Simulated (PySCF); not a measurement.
**Two-component Hartree-Fock for Kr²³⁺ (krypton, charge +23)**

Start: [Ne] 3s2 3p1; 3p3/2 filled at m_j = +3/2. Calculated with PySCF 2.14 in an uncontracted even-tempered set (19 s from 3 bohr⁻², ratio 2.4; 13 p from 3.8 bohr⁻², ratio 2.4; 5 d from 14 bohr⁻², ratio 2.6; 4 f from 21 bohr⁻², ratio 2.6): generalised Hartree-Fock with the X2C-1e Hamiltonian and a Gaussian nucleus; one run each with spin-orbit coupling (SO) screened by Boettger's factors, then bare. This is a chosen level, not necessarily the ground level.

```csv
spinor shell,electrons,"ε, screened SO (eV)","ε, bare SO (eV)",weight of nominal j (bare SO),"rms radius, bare SO (bohr)"
1s1/2,2,-15457.7,-15457.6,1.000,0.0477
2s1/2,2,-2965.9,-2965.9,1.000,0.195
2p1/2,2,-2776.3,-2778.7,1.000,0.171
2p3/2,4,-2721.6,-2720.5,1.000,0.174
3s1/2,2,-1101.9,-1101.9,1.000,0.483
3p3/2,1,-1037.9,-1037.7,1.000,0.475
```

```tsv
quantity	screened SO	bare SO
E (hartree)	-2450.67395	-2450.68406
M_J	3/2	3/2
⟨J²⟩	3.752	3.752
⟨L²⟩	2.002	2.003
⟨S²⟩	0.752	0.752
```

Each row is a mean over spinors that exchange with the open shell spreads, by up to 11.977 eV (3s1/2).
